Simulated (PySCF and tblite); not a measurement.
Results of a calculation; reference values are marked as such.
C6H9FO, numbered as in [O:1]=[C:2]1[CH2:3][CH2:4][CH2:5][CH2:6][C@@H:7]1[F:8].

Free energies: PBE0-D3(BJ)/def2-TZVP on PBE0-D3(BJ)/def2-SVP structures plus GFN2-xTB thermal terms, symmetry and mirror images included. Conformers within 4 kcal/mol (GFN2-xTB free energy) were kept, 5 at most. (PySCF 2.14, tblite 0.8.)

Rotational constants are equilibrium values for the commonest isotopes; dipoles come from the energy level named.

The 6-ring runs over atoms 2–3–4–5–6–7.

```csv
conformer,shape,symmetry
1,6-ring chair (all substituents equatorial),C1
2,6-ring chair (F8 axial),C1
3,"6-ring twist-boat (ring torsions -33, 63, -28, -33, 64, -28°)",C1
4,"6-ring between boat and twist-boat (ring torsions 56, -39, -18, 61, -45, -12°)",C1
```

(1) Give the rotational constants and dipole components, as needed to look for these species in a jet-cooled rotational spectrum.

(2) Which type of transition is strongest for conformer 1?

Results:

(1) 
| conformer | A (MHz) | B (MHz) | C (MHz) | abs μa (D) | abs μb (D) | abs μc (D) | κ | Ic−Ia−Ib (u Å²) |
| --- | --- | --- | --- | --- | --- | --- | --- | --- |
| 1 | 2926 | 2029 | 1309 | 4.07 | 1.47 | 1.25 | -0.11 | -35.8 |
| 2 | 2557 | 2198 | 1594 | 2.84 | 0.53 | 0.27 | 0.25 | -110.4 |
| 3 | 2542 | 2119 | 1725 | 2.69 | 0.34 | 0.24 | -0.04 | -144.4 |
| 4 | 2926 | 2008 | 1305 | 4.37 | 0.97 | 0.55 | -0.13 | -37.2 |

(2) a-type, since that component is clearly the largest; the top is asymmetric (κ = -0.11).
